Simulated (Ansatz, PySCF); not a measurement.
(E)-1-bromo-2-fluoroprop-1-ene (C3H4BrF), SMILES C/C(F)=C\Br.

Geometry: B3LYP-D3(BJ)/def2-SVP.

Vertical ionisation energy (IE) and electron affinity (EA) in eV. Rows of orbital energies are one-electron estimates. Where ΔSCF, EOM or ADC give a negative EA the extra electron is unbound and the value depends on the basis.

```
level                                                                  IE     EA
-------------------------------------------------------------------  ----  -----
−ε(HOMO), −ε(LUMO), PBE0/def2-TZVP (PySCF)                           7.05   0.03
−ε(HOMO), −ε(LUMO), PBE/def2-TZVP (PySCF)                            5.86   1.06
ΔSCF, PBE0/def2-SVPD (Ansatz), final states of multiplicity 2 and 2  9.26  -1.17
ΔSCF, PBE/def2-SVPD (Ansatz), final states of multiplicity 2 and 2   9.03  -1.02
```

Problem. What vertical singlet–triplet gap does ΔSCF give with PBE0/def2-SVPD (Ansatz, a quantum-chemistry and plane-wave program) and with PBE/def2-SVPD (Ansatz)? (The exact figures need the calculation; the answer reports its results.)

Solution. 4.03 and 4.09 eV (triplet above singlet where positive).
